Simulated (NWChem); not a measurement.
Molecule: C2H3I; SMILES IC=C

```xyz
6

C     -0.3563     2.4409     0.0000
C      0.5208     1.4434     0.0000
I     -0.0103    -0.5813     0.0000
H     -1.4374     2.2814     0.0000
H      0.0071     3.4737     0.0000
H      1.6031     1.5943     0.0000
```
Atoms are numbered in this order, from 1.

Results from NWChem. Geometry: optimised at PBE0/def2-SVP. def2 effective core potentials on I; no spin-orbit coupling. Static field.

```json
[
 {"level": "Hartree-Fock/def2-SVP", "basis functions": "69", "isotropic polarisability (bohr³)": "___", "anisotropy (bohr³)": "___"},
 {"level": "Hartree-Fock/def2-SVPD", "basis functions": "99", "isotropic polarisability (bohr³)": "59.8", "anisotropy (bohr³)": "33.6"},
 {"level": "Hartree-Fock/def2-TZVP", "basis functions": "130", "isotropic polarisability (bohr³)": "53.8", "anisotropy (bohr³)": "38.3"}
]
```

Task: Fill in the missing entries.

Result: 
- Hartree-Fock/def2-SVP, isotropic polarisability (bohr³): 44.5
- Hartree-Fock/def2-SVP, anisotropy (bohr³): 40.5
